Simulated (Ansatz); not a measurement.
System: CTa (charge 0, doublet). The spin state was set by rule; other spins were not relaxed. 
Coordinates optimised at B3LYP-D3(BJ)/def2-TZVP (Ansatz, an electronic-structure program):
```
Ta
C 1 1.7555
```
Charge 0, spin multiplicity 2.

Quantity: vertical electron affinity (to the singlet state of charge -1; a negative value means that the extra electron is unbound and the number depends on the basis; each state is the SCF solution reached for its spin; the UHF <S^2> is 2.00 for the doublet (pure: 0.75); for the singlet the Hartree-Fock reference is unstable and T1 is 0.042; for the doublet T1 is 0.119), in eV. Correlated levels leave the core frozen unless marked. UHF or UKS for open shells. Spin-orbit coupling is left out. Frozen are the shells of the preceding noble gas and the d and f shells that filled before the atom's block. Past Kr the def2 sets carry scalar-relativistic core potentials. Anions need diffuse functions: def2-D sets add few. Basis-set limits of correlation are two-point, X^-3; Hartree-Fock from the larger set. The program attaches cautions to a run behind CCSD/def2-QZVPPD: large difference. The program attaches cautions to a run behind CCSD/CBS(def2-TZVPPD,def2-QZVPPD): large difference. The program attaches cautions to a run behind CCSD(T)/def2-TZVPPD: large difference.

```json
[
 {"level": "SVWN5/def2-TZVPD", "program": "Ansatz", "vertical electron affinity (eV)": "2.25"},
 {"level": "r2SCAN/def2-TZVPD", "program": "Ansatz", "vertical electron affinity (eV)": "1.52"},
 {"level": "wB97X-V/def2-TZVPD", "program": "Ansatz", "vertical electron affinity (eV)": "1.76"},
 {"level": "CCSD/def2-QZVPPD", "program": "Ansatz", "vertical electron affinity (eV)": "1.92"},
 {"level": "CCSD/CBS(def2-TZVPPD,def2-QZVPPD)", "program": "Ansatz", "vertical electron affinity (eV)": "1.95"},
 {"level": "CCSD(T)/def2-TZVPPD", "program": "Ansatz", "vertical electron affinity (eV)": "2.12"}
]
```
